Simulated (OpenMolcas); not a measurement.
Ho2+ among 2 point charges of -1 e arranged as a linear pair (D∞h).

- Program: OpenMolcas
- Method: CASSCF
- Basis: ANO-RCC-VDZP [7s6p4d2f1g]
- Scalar Hamiltonian: DKH2, point nucleus
- Active space: 11 electrons in 7 orbitals (4f)
- State averaging: 2S+1 = 4 odd, 35 roots; 2S+1 = 2 odd, 73 roots kept (CI in the orbitals of an earlier block)
- Spin-orbit coupling: RASSI with atomic mean-field integrals over the reference wave functions

All point charges move together. At R = 2.46 Å the width of the lowest J multiplet is 804 cm-1, and at R = 2.57 Å it is 699 cm-1.

Task: A third run gives 462 cm-1. What distance was it run at?

Result: With a power law R^-n the two known points give n = -ln(699 / 804) / ln(2.57 / 2.46) = 3.20. Then R = 2.46 × (804 / 462)^(1/3.20) = 2.925 Å. The run was at 2.93 Å, so the estimate is off by -0.005 Å.

High states are left out of the spin-orbit mixing, which shifts the levels that they would mix with. Point charges carry no covalency, so the field is a model and not that of real ligands. No measured value stands beside these numbers.
